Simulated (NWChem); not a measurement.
System: CH₇FSi₂; SMILES C[Si@@H](F)[SiH3]

```xyz
11

C     -1.3537    -1.4991    -0.2863
Si     0.1023    -0.5345     0.3752
F      1.4660    -1.0939    -0.3371
Si    -0.0506     1.7614    -0.0947
H     -2.2837    -1.1772     0.2092
H     -1.2212    -2.5760    -0.0974
H     -1.4720    -1.3505    -1.3704
H      0.2526    -0.7623     1.8449
H     -1.2700     2.3236     0.5683
H     -0.1703     1.9840    -1.5693
H      1.1490     2.4966     0.4098
```
Atoms are numbered in this order, from 1.

Level: PBE0/def2-SVP (NWChem), optimised geometry, unscaled harmonic frequencies. 

**Question.** List the harmonic frequencies with IR intensities, and the thermochemistry.

**Answer.** 
```tsv
frequency (cm⁻¹)	IR intensity (km/mol)
95	0.2
132	2.2
156	0.3
182	6.8
237	9.8
413	3.8
481	17.7
510	22.1
663	2.0
716	38.3
761	59.6
824	157.6
845	240.2
907	16.3
910	43.5
931	42.0
939	115.6
1265	29.3
1421	4.2
1428	7.0
2215	73.6
2226	8.2
2229	148.9
2238	121.7
3058	0.4
3163	1.0
3171	0.4
```

```
Quantity                                                                           Result
-----------------------------------------------------------------------  ----------------
zero-point energy                                                           45.9 kcal/mol
thermal correction to the enthalpy at 298.15 K (with zero-point energy)     51.1 kcal/mol
heat capacity Cv                                                         25.2 cal/(mol K)
entropy at 298.15 K and 1 atm (symmetry number 1)                        83.5 cal/(mol K)
dipole moment                                                                      1.73 D
```

Rigid rotor and harmonic oscillator; modes under 100 cm⁻¹ make the entropy uncertain.
